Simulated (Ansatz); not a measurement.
Basis sets compared for Si₁₉OH₂₆, a nanocrystal with a defect cut from the lattice of silicon (double-bonded O in place of two caps). The state is a singlet with charge 0. Geometry PBE-D4/def2-SVP. Ansatz on 2 threads of AMD EPYC 7R13 on a shared host and a share (18 GiB) of an NVIDIA H100 80GB HBM3; times are rough, and most runs start from earlier orbitals.

```xyz
46

Si    1.242    3.698   -0.837
Si    2.640    0.849   -2.903
Si   -0.195    2.960    2.696
Si    1.117    0.126    0.516
Si   -0.171   -0.528    4.063
Si   -2.649    0.330    1.159
Si    1.252   -3.382    1.880
Si   -1.228    1.088   -2.340
Si   -1.220   -2.511   -1.003
Si    2.706   -2.769   -1.471
Si   -0.207    4.444    0.866
Si    0.905    1.441   -1.421
Si    2.736   -1.449   -3.424
Si   -2.957    1.581   -0.814
Si   -0.527    0.707    2.090
Si    0.912   -2.138   -0.091
Si   -0.113   -2.870    3.755
Si   -2.902   -1.929    0.541
Si   -1.568   -1.172   -2.911
O     2.444   -4.395    1.941
H     1.098    4.567   -2.062
H     2.661    3.827   -0.337
H     3.935    1.232   -2.227
H     2.516    1.667   -4.165
H     1.158    3.043    3.360
H    -1.237    3.368    3.709
H     2.484    0.342    1.122
H     1.179   -0.122    4.604
H    -1.213   -0.170    5.094
H    -3.705    0.702    2.174
H    -1.380    1.950   -3.571
H    -1.340   -3.972   -1.364
H     3.976   -2.527   -0.700
H     2.596   -4.230   -1.816
H     0.241    5.807    1.339
H    -1.606    4.579    0.326
H     4.004   -1.712   -4.203
H     1.570   -1.815   -4.305
H    -3.040    3.056   -0.518
H    -4.265    1.154   -1.439
H    -1.504   -3.384    3.479
H     0.439   -3.563    4.975
H    -2.858   -2.832    1.747
H    -4.245   -2.102   -0.126
H    -0.676   -1.606   -4.045
H    -3.005   -1.342   -3.347
```

Single mean-field runs in def2-SVP, def2-TZVP are fitted with def2-universal-jkfit.

Binding counts from free atoms (Si triplet, O triplet, H doublet) in the same basis, without a counterpoise term.

```
           level  functions  energy (Eh)  HOMO (eV)  LUMO (eV)  binding per atom (eV)  wall time
       HF/STO-3G        202   -5515.8320      -5.58       6.81                   3.57      2.7 s
        HF/6-31G        308   -5578.8086      -9.02       0.44                   1.97      4.7 s
 PBE-D4/def2-SVP        486   -5586.8157      -5.68      -3.25                   3.30      5.5 s
PBE0-D4/def2-SVP        486   -5587.3669      -6.83      -2.57                   3.28      5.5 s
```

Task: Estimate the rows for PBE-D4/def2-TZVP, PBE0-D4/def2-TZVP (with forces).

Result: 
```csv
level,functions,energy (Eh),HOMO (eV),LUMO (eV),binding per atom (eV),wall time
PBE-D4/def2-TZVP,890,-5588.8138,-5.76,-3.42,3.30,5.5 s
PBE0-D4/def2-TZVP (with forces),890,-5589.3457,-6.85,-2.71,3.29,8.6 s
```
